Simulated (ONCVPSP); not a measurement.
thulium (Tm): ONCV pseudisation with PBE, scalar-relativistic reference atom.

thulium (Tm), optimised norm-conserving Vanderbilt (ONCV), made with ONCVPSP 4.0.1 (PBE, scalar-relativistic). Core [Kr], reference 4d10 4f13 5s2 5p6 5d0.5 6s1.5. Waves: 5s+6s: rc 1.80 bohr, ncon 5, nbas 8, qcut 5.2 1/bohr, 2 projectors; 5p: rc 2.05 bohr, ncon 4, nbas 8, qcut 6 1/bohr, 3 projectors, debl 0.4 Ha; 4d+5d: rc 0.80 bohr, ncon 3, nbas 8, qcut 18.5 1/bohr, 2 projectors; 4f: rc 1.20 bohr, ncon 5, nbas 9, qcut 12.8 1/bohr, 2 projectors, debl 0.5 Ha. Local part: polynomial inside 0.60 bohr (lpopt 5, dvloc0 2 Ha). Core correction: Teter function fitted to the true core (icmod 2), fcfact 0.35.

In the p channel the program set the typed energies aside and used -0.980, 0.250, 0.650 Ha.

* Cutoffs needed: 153 Ha and 247 Ha (the cutoffs (Ha) at which the residual kinetic energy of the hardest occupied pseudo-wave falls to 1 and 0.1 mHa per electron)
* Ghost test: ghosts flagged at negative energy: s at -792.3 eV, p at -223.0 eV; GHOST(+) flagged for s at 185.1 eV; a true bound ghost makes a file unfit for plane-wave use
* Configuration tests: tests left out (the all-electron energies of this program are off by 10 to 40 meV for near-neutral 4f atoms)
* rms error of d²Exc/dni dnj: 3.16 mHa without and 1.00 mHa with the model core
